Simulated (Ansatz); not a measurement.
(NaCl)n off: gap (eV) at several levels, gas phase, relaxed structures; Ansatz. Clusters are the lowest isomers that short searches found in that spin, judged at the geometry's level. HOMO and LUMO are taken over both spins. The structures are stationary points that may keep the symmetry of their start.

| species | state | geometry | PBE-D4/def2-SVP | PBE-D4/def2-TZVP | r2SCAN-D4/def2-TZVP | PBE0-D4/def2-TZVP |
| --- | --- | --- | --- | --- | --- | --- |
| Na2Cl | doublet | PBE0-D4/def2-TZVP | 0.79 | 0.85 | 0.96 | 1.94 |
| Na2Cl3 | doublet | PBE-D4/def2-SVP | 0.42 | 0.41 | 0.80 | 2.63 |
| Na3Cl2 | doublet | PBE0-D4/def2-SVP | 0.80 | 0.86 | 1.01 | 1.98 |

(1) Estimate the column for PBE0-D4/def2-SVP.

(1) Na2Cl 1.87; Na2Cl3 2.58; Na3Cl2 1.90.

Over the 3 species that have every level, the mean is 0.67 at PBE-D4/def2-SVP, 0.71 at PBE-D4/def2-TZVP, 0.92 at r2SCAN-D4/def2-TZVP, 2.12 at PBE0-D4/def2-SVP, 2.18 at PBE0-D4/def2-TZVP. Orbital gaps grow with the share of exact exchange and aren't one observable across functionals.
